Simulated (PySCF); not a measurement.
Start geometry of `[H][Ag]<-[C-]#[O+]` (Ag(CO)H) from GFN2-xTB (Å):
```
atom  x, y, z in Å
Ag1   -0.100    0.530   -0.735
C2    -0.072    0.117    1.171
O3     0.203   -0.788    1.750
H4     0.051    0.050   -2.217
```

Task: What comes out of this run: PySCF 2.14.0, PBE0-D3(BJ)/def2-SVP geometry optimisation, gas phase, def2 core potentials past Kr?

Result: 
```
atom  x, y, z in Å
Ag1   -0.0097    0.1425   -0.8997
C2     0.0605   -0.2345    1.1368
O3     0.0985   -0.4395    2.2430
H4    -0.0660    0.4410   -2.5106
```

The energy falls by 0.420 eV over 10 energy and gradient evaluations, the largest force component goes from 0.0472 to 3.8e-04 Eh/bohr, and the atoms move by 0.488 Å rms after alignment. The bond that changes most is Ag1–C2 (ends: silver bonded to C and H; carbon bonded to Ag and O), which lengthens by 0.121 Å. Bonds longer at the end by more than 0.005 Å: 3 of 3; shorter: 0. Among the angles that change most is Ag1–C2–O3, from 133.3° to 180.0°. The orientation of the end geometry is arbitrary; only internal coordinates are fixed.

The run used 64 basis functions and 81 SCF cycles in all. On one thread, Intel Xeon Platinum 8488C (x86_64), on a shared host, this took 15 s and 0.27 GiB of memory at its peak.

Not checked by PBE0-D3(BJ)/def2-SVP frequencies.
